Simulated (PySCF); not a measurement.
Excitations are Tamm–Dancoff values on a coarser integration grid. The basis has no diffuse functions, so Rydberg states are missing or too high.

C$_{9}$H$_{9}$B$_{2}$N, SMILES `Bc1ccc2ccc(B)nc2c1` (charge 0, multiplicity 1)

Calculation: PBE-D3(BJ)/def2-TZVP // PBE-D3(BJ)/def2-SVP (PySCF 2.14.0).

```
Item                                             Value
----------------------  ------------------------------
HOMO                                          -6.10 eV
dipole moment                                   3.36 D
HOMO–LUMO gap                                  2.44 eV
LUMO                                          -3.67 eV
S1 excitation (TDA)                            2.62 eV
S1 oscillator strength                           0.001
T1 excitation (TDA)                            2.21 eV
S1–T1 gap (TDA)                                0.42 eV
total energy                              -12309.52 eV
cost                    around 26 core-minutes (rough)
```

```xyz
21

B      3.7715     0.6913    -0.7094
C      2.3904     0.1304    -0.3011
C      2.2538    -1.1554     0.3327
C      1.0203    -1.6632     0.6996
C     -0.1680    -0.9135     0.4564
C     -1.4699    -1.3679     0.8037
C     -2.5581    -0.5605     0.5228
C     -2.3747     0.7190    -0.1093
B     -3.5873     1.6434    -0.4318
N     -1.1476     1.1644    -0.4451
C     -0.0677     0.3835    -0.1778
C      1.2239     0.8694    -0.5409
H      4.7835     0.0477    -0.4977
H      3.8503     1.7808    -1.2453
H      3.1654    -1.7425     0.5253
H      0.9365    -2.6495     1.1831
H     -1.5917    -2.3500     1.2881
H     -3.5788    -0.8831     0.7781
H     -3.4022     2.7197    -0.9588
H     -4.7145     1.2774    -0.1510
H      1.2649     1.8586    -1.0217
```
Charge 0, spin multiplicity 1.
